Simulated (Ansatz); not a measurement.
One change: `[OH][GaH2]` becomes `[OH][GaH][SeH]`.

Ansatz, PBE0-D4/def2-TZVP geometries, multiplicity 1. Each molecule was computed in one conformer, which needn't be the lowest.

Scalar relativity is left out up to krypton. Spin–orbit coupling is left out; it splits and shifts lone-pair levels of the heavy atoms by tenths of an eV.

| property | `[OH][GaH2]` |
| --- | --- |
| LUMO energy (PBE/def2-TZVPP) / eV | -1.98 |
| zero-point energy (PBE0-D4/def2-TZVP) / kJ/mol | 70.4 |
| HOMO energy (B3LYP/def2-TZVPP) / eV | -8.35 |
| LUMO energy (PBE0/def2-TZVPP) / eV | -1.19 |
| HOMO energy (ωB97M-V/def2-TZVPP) / eV | -10.80 |
| size of the dipole moment (PBE/def2-TZVPP) / D | 1.32 |

Problem. What does the change do to each property? (Best estimate.)

Solution. The calculation gave: 
```csv
property,`[OH][GaH][SeH]`,shift
LUMO energy (PBE/def2-TZVPP) / eV,-1.69,0.29
zero-point energy (PBE0-D4/def2-TZVP) / kJ/mol,75.4,5.0
HOMO energy (B3LYP/def2-TZVPP) / eV,-7.17,1.18
LUMO energy (PBE0/def2-TZVPP) / eV,-0.94,0.25
HOMO energy (ωB97M-V/def2-TZVPP) / eV,-9.55,1.25
size of the dipole moment (PBE/def2-TZVPP) / D,0.88,-0.44
```

With PBE0 the HOMO rises by 1.13 eV and the LUMO rises by 0.25 eV, so the gap narrows by about 0.88 eV. PBE moves the HOMO by 0.92 eV and ωB97M-V by 1.25 eV. The zero-point energy changes by 5.0 kJ/mol with +3 modes. Dipoles are sizes alone; their direction can turn.

B3LYP here is the variant with VWN-RPA as its local correlation; programs differ in this.
